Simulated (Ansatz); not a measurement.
`FC(I)[CH2][GaH2]`, charge 0, multiplicity 1.

**Question.** Give a relaxed structure at PBE0-D4/def2-TZVP (Ansatz). (Estimate.)

**Answer.** Ansatz gave: 
Cartesian coordinates in Å:
```
F 1.147 1.641 -0.512
C 0.664 0.931 0.529
I 2.003 -0.840 0.791
C -0.700 0.397 0.266
Ga -0.482 -1.249 -0.878
H 0.835 1.495 1.446
H -1.155 0.102 1.214
H -1.304 1.195 -0.177
H 0.120 -1.089 -2.315
H -1.128 -2.583 -0.365
```
This is one stationary point; other conformers may exist.
